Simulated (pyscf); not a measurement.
PySCF, gas phase, ωB97X-D3(BJ)/def2-SVP geometries. Correlated levels are frozen-core, on RHF or UHF. ΔMP2 is the change of the MP2 total energy from the triple- to the quadruple-zeta basis.

Q: What is the homolytic dissociation enthalpy (298 K, CCSD(T)/def2-TZVPP + ΔMP2(QZVPP)) of the B–B bond of H₂B–BH–NH₂, to BH₂• + [HB–NH₂]•?

A: B–B to BH₂• + [HB–NH₂]•: 99.7 kcal/mol. The radicals are drawn with the spin at the cut bond; how far it spreads was not checked. H₂B–BH–NH₂ lies 30.9 kcal/mol over its isomer H₂B–NH–BH₂, and others may lie lower still (electronic energy, ωB97M-D3(BJ)). Other isomers of [HB–NH₂]• were not searched in full and may lie lower. The CCSD(T) − MP2 part came from Ansatz, without density fitting, on the same reference.
